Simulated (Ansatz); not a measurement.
`[NH2][Ge][Br]` + H₂O → `[NH2][Ge][OH]` + HBr at 700 K and 1 bar (formal hydrolysis of a Ge–Br bond).

Calculated with Ansatz (gas phase, PBE0-D4/def2-TZVP geometries, no zero-point term in ΔE). CCSD(T)/CBS adds triple-zeta CCSD(T) − MP2 to the extrapolated MP2 energy (def2 sets, frozen cores). This one scheme is used for every species. For Br, Ge outer-core shells are correlated without core-valence functions, which leaves a few kJ/mol of doubt a bond. Scalar relativity is left out up to krypton. Each species was taken in one conformer, which may not be the lowest.

```json
{"species": "`[NH2][Ge][Br]`", "CCSD(T)/CBS energy (Eh)": "-4705.39826", "H − E (kJ/mol)": "114.9", "S (J/(mol·K))": "372.6"}
{"species": "H₂O", "CCSD(T)/CBS energy (Eh)": "-76.37941", "H − E (kJ/mol)": "80.5", "S (J/(mol·K))": "218.4"}
{"species": "`[NH2][Ge][OH]`", "CCSD(T)/CBS energy (Eh)": "-2207.83457", "H − E (kJ/mol)": "151.8", "S (J/(mol·K))": "365.4"}
{"species": "HBr", "CCSD(T)/CBS energy (Eh)": "-2573.91920", "H − E (kJ/mol)": "36.5", "S (J/(mol·K))": "223.7"}
```

H − E and S are ideal-gas, rigid-rotor, harmonic terms from PBE0-D4/def2-TZVP, for one conformer and one mirror image of each species. 1 Eh = 2625.50 kJ/mol, R = 8.31446 J/(mol·K).

Question: By hand: ΔE, ΔH, ΔS and ΔG.

Answer: ΔE = (-2207.83457) + (-2573.91920) − (-4705.39826) − (-76.37941) = 0.02390 Eh = 62.7 kJ/mol. Δ(H − E) = 151.8 + 36.5 − 114.9 − 80.5 = -7.1, so ΔH = 55.6 kJ/mol. ΔS = 365.4 + 223.7 − 372.6 − 218.4 = -1.9 J/(mol·K). ΔG = 55.6 − 700 × (-1.9)/1000 = 56.9 kJ/mol.

Question: By hand: the equilibrium constant, and the temperature at which ΔG would vanish if ΔH and ΔS stayed fixed.

Answer: log₁₀ K = −ΔG/(RT ln 10) = -4.2. ΔH and −TΔS have one sign here, so there is no such temperature. One of them is within its doubt of zero, so this could turn.

The number of gas molecules stays the same, so ΔS is small and ΔH decides. A doubt of 5 kJ/mol in ΔE shifts log₁₀ K by 0.4 here. Other conformers and mirror images would add mixing entropy, several J/(mol·K) or more a flexible species. These are equilibria of isolated gas molecules and say nothing of rates. Largest T1 diagnostic: 0.014 (customary marks: 0.02 for closed shells, 0.045 for open ones).
